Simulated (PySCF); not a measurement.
**Computed properties of BBr₂H₂N, SMILES NB(Br)Br**

BBr2H2N, SMILES NB(Br)Br. The structure is a stationary point at B3LYP-D3(BJ)/def2-SVP. Other conformers were not sampled. All values are computed for the isolated molecule unless a solvent is named; none is compared with measurement here.

**Structure.** The optimised structure has C2v symmetry. All 12 harmonic modes at B3LYP-D3(BJ)/def2-SVP (PySCF) are real, so it is a minimum. With heavy atoms numbered as in [B:1]([Br:2])([Br:3])[NH2:4], the shortest bond between them is B1–N4 at 1.386 Å and the longest B1–Br2 at 1.936 Å.

**Vibrations.** The strongest infrared lines (harmonic, unscaled, degenerate partners summed) lie at 1029 cm⁻¹ (246 km/mol, H 45 %, B 40 %, N 15 %), 1582 cm⁻¹ (199 km/mol, H 69 %, N 23 %, B 8 %), 548 cm⁻¹ (158 km/mol, H 61 %, N 25 %, B 14 %). The softest mode is at 166 cm⁻¹ and the zero-point energy is 20.5 kcal/mol.

**Electronic structure.** HF/def2-TZVP (PySCF) places the frontier levels at -11.04 and 3.13 eV, a gap of 14.17 eV, and gives a dipole moment of 2.91 D and a mean polarisability of 56.4 bohr³. PBE/def2-TZVP (PySCF) at the same geometry gives -6.83 and -1.16 eV, so its gap is 8.50 eV narrower. An orbital gap is neither the optical nor the fundamental gap.

**Excitations.** TDA-B3LYP/def2-SVPD (PySCF) has S1 at 6.08 eV (204 nm, f = 0.000, dark); the most intense of the 10 singlets computed lies at 7.45 eV (f = 0.18). T1 (TDA) is at 5.76 eV, 0.32 eV under S1. TDA-PBE/def2-SVPD (PySCF) puts S1 at 5.58 eV. No vertical singlet excitation falls in the visible range (under 3.1 eV).

**NMR.** GIAO shifts at PBE0/pcSseg-1 (PySCF) (non-relativistic, atoms alike by connectivity averaged): ¹H at 4.5 ppm against TMS; ¹¹B at 29.5 ppm against BF3. Without spin–orbit terms, shifts of atoms bonded to Cl or Br come out too high.
